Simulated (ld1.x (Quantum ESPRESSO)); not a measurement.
# Before and after: ultrasoft potential for Ge (Z = 32)

Ge (Z = 32), ultrasoft, made with ld1.x (Quantum ESPRESSO) 7.5 (PBEsol, scalar-relativistic). Core [Ar], reference 3d10 4s2 4p2. Waves: 4s (bound): rcut 1.20, rcutus 1.55 bohr; 4s channel at 0.5 Ry: rcut 1.20, rcutus 1.55 bohr; 4p (bound): rcut 1.70, rcutus 2.25 bohr; 4p channel at 2.45 Ry: rcut 1.70, rcutus 2.25 bohr; 3d (bound): rcut 0.90, rcutus 1.05 bohr; 3d channel at -1.7 Ry: rcut 0.90, rcutus 1.05 bohr. Local part: all-electron potential smoothed inside 1.90 bohr (lloc = -1). Core correction: Bessel-smoothed model core inside 0.75 bohr. Augmentation charge: built from norm-conserving waves at rcut, not smoothed further.

All-electron outer shells of the reference configuration (PBEsol, scalar-relativistic, ld1.x):

| shell | level (eV) | outermost node (bohr) | outermost maximum (bohr) |
| --- | --- | --- | --- |
| 3s | -168.12 | 0.26 | 0.54 |
| 3p | -115.43 | 0.23 | 0.54 |
| 3d | -29.31 | – | 0.50 |
| 4s | -11.74 | 0.77 | 1.75 |
| 4p | -3.90 | 0.82 | 2.22 |

Change: local potential all-electron potential smoothed inside 1.05 bohr (lloc = -1).

Cutoffs: the cutoffs (Ry, on a coarse ladder) from which the occupation-weighted sum of valence levels, in a spherical-Bessel basis at the reference potential, stays within 10 and 1 mRy of its value at 400 Ry; they do not see the model core or the augmentation charge, which bear on the density cutoff. Errors are all-electron minus pseudo energies relative to the spin-unpolarised reference configuration.

Problem. How do hardness, ghosts and transferability respond?

Solution. The potential gets neither clearly harder nor softer (140 Ry and 230 Ry → 140 Ry and 230 Ry); a bound ghost appears in s, which as a rule spoils a file; the errors of the 7 common tests hardly move; the range in which the s phases agree widens (upper end 2.4 → at the end of the scan). A state that the projectors do not describe sees the local part alone, so a deeper or shallower local part can create or remove a ghost.

| quantity | base | changed |
| --- | --- | --- |
| cutoff, loose | 140 Ry | 140 Ry |
| cutoff, tight | 230 Ry | 230 Ry |
| loose cutoff by channel (10 mRy a level) | s 12 Ry, p 6 Ry, d 90 Ry | s 8 Ry, p 6 Ry, d 90 Ry |
| bound ghosts | none | s |
| error for 3d10 4s2 4p1, meV [ΔE 7.45 eV] | -1.7 | -1.7 |
| error for 3d10 4s2 4p0, meV [ΔE 22.90 eV] | -10 | -10 |
| error for 3d10 4s1 4p0, meV [ΔE 57.69 eV] | -25 | -24 |
| error for 3d10 4s2 4p2.3, meV [ΔE -0.88 eV] | +0.1 | +0.1 |
| error for 3d10 4s0 4p4, meV [ΔE 16.21 eV] | -7.3 | -7.3 |
| error for 3d10 4s1 4p3, meV [ΔE 7.98 eV] | -2.0 | -2.1 |
| error for 3d9 4s2 4p2, meV [ΔE 38.69 eV] | -457 | -398 |
| s: phases at 2.44 bohr within 0.05 rad from the reference energy up to (Ry; the scan ends near 5) | 2.4 | to the end of the scan |
| p: phases at 2.44 bohr within 0.05 rad from the reference energy up to (Ry; the scan ends near 5) | to the end of the scan | to the end of the scan |
| d: phases at 2.44 bohr within 0.05 rad from the reference energy up to (Ry; the scan ends near 5) | to the end of the scan | to the end of the scan |
| lowest overlap eigenvalue by channel | s 0.56, p 0.60, d 1.00 | s 0.55, p 0.42, d 0.95 |

 A true bound ghost makes a file unfit for plane-wave use even where its test errors are small: the radial tests pick states by their node count and pass the ghost by.
